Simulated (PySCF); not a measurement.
CH4CdS2, SMILES C[S][Cd][SH].

Geometry: PBE-D3(BJ)/def2-SVP. The structure was generated by enumeration; whether it is a known compound was not checked. The def2 effective core potentials stand for the cores of Cd; spin–orbit coupling is left out. Other conformers were not sampled.

Two levels are set side by side: PBE/def2-TZVP (PySCF) and B3LYP/def2-TZVP (PySCF). Same geometry, gas phase. Differences are taken from unrounded values.

```tsv
quantity	B3LYP	PBE	PBE minus B3LYP
orbital gap (eV)	4.86	3.40	-1.46
highest occupied level (eV)	-6.53	-5.60	0.93
lowest empty level (eV)	-1.67	-2.20	-0.52
dipole moment (D)	1.62	1.66	0.04
mean polarisability (bohr³)	87.5	90.0	2.4
```

Without exact exchange PBE keeps part of each electron's self-repulsion, which lifts occupied levels and narrows the gap. Differences between two approximate levels are no errors against the true value.

Rough cost on one machine, each run with all the roots and properties that it gave: B3LYP against PBE within a factor of 2.
